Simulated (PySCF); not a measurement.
SMILES [SeH][Zn][NH2] (H₃NSeZn) (B3LYP/def2-SVP optimised geometry):

```
6

Zn    -0.013     0.642     0.000
N     -1.833     0.836     0.000
H     -2.330     0.480     0.817
H     -2.329     0.494    -0.824
Se     2.290     0.642     0.000
H      2.330    -0.836    -0.022
```

Level of theory: PySCF with B3LYP/def2-TZVP.

Problem. What are the frontier orbital energies and the dipole moment?

Solution. HOMO-2 -8.29 eV, HOMO-1 -6.87 eV, HOMO -6.70 eV, LUMO -1.11 eV, LUMO+1 -0.37 eV; dipole moment 1.88 D.

On the same geometry PBE/def2-TZVP run with PySCF gives HOMO-2 -7.42 eV, HOMO-1 -5.82 eV, HOMO -5.79 eV, LUMO -1.60 eV, LUMO+1 -0.89 eV; dipole moment 1.85 D.

Meta-Löwdin charges at B3LYP/def2-TZVP: Zn1 1.09, N2 -0.99, H3 0.22, H4 0.22, Se5 -0.60, H6 0.07.
